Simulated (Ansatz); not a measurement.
Stepwise reaction of `[OH][Zr]([OH])([OH])[SeH]` with hydrogen fluoride, as a gas-phase model of exchange steps in deposition or etching. ΔE in kJ/mol.

Computed with Ansatz on PBE0-D4/def2-TZVP structures; ΔE is electronic, products minus reactants. CBS: MP2 limit from def2 TZ/QZ plus the TZ coupled-cluster correction, frozen cores. This one scheme is used for every species. Functionals use def2-TZVPP. B3LYP here is the variant with VWN-RPA as its local correlation; programs differ in this. Elements past krypton have def2 core potentials. For Se, Zr outer-core shells are correlated without core-valence functions, which leaves a few kJ/mol of doubt a bond. Scalar relativity is left out up to krypton. Each species was taken in one conformer, which may not be the lowest.

```csv
step,reaction,PBE-D4,B3LYP-D4,ωB97M-V,CCSD(T)/CBS
1,`[OH][Zr]([OH])([OH])[SeH]` + H–F → `[OH][Zr]([OH])([F])[SeH]` + H₂O,-55.9,-53.4,-53.3,-48.1
2,`[OH][Zr]([OH])([F])[SeH]` + H–F → `[OH][Zr]([F])([F])[SeH]` + H₂O,-50.6,-47.8,-47.4,-42.1
```

(1) Give the row of step 3, `[OH][Zr]([F])([F])[SeH]` + H–F → `[F][Zr]([F])([F])[SeH]` + H₂O. (Estimate.)

(2) By hand: ΔE of the 3 steps together at CCSD(T)/CBS.

Results:

(1) The calculation gave: 
| step | reaction | PBE-D4 | B3LYP-D4 | ωB97M-V | CCSD(T)/CBS |
| --- | --- | --- | --- | --- | --- |
| 3 | `[OH][Zr]([F])([F])[SeH]` + H–F → `[F][Zr]([F])([F])[SeH]` + H₂O | -44.4 | -41.0 | -40.7 | -35.5 |

(2) (-48.1) + (-42.1) + (-35.5) = -125.7 kJ/mol, or -41.9 kJ/mol a step.

In ΔE each step is higher than the one before. All are downhill at CCSD(T)/CBS. PBE-D4 differs from CCSD(T)/CBS by -8.9 to -7.8 kJ/mol a step. Only this route is followed, and other bonds may react first. Isolated molecules leave out the surface, adducts and barriers. Largest T1 diagnostic: 0.016.
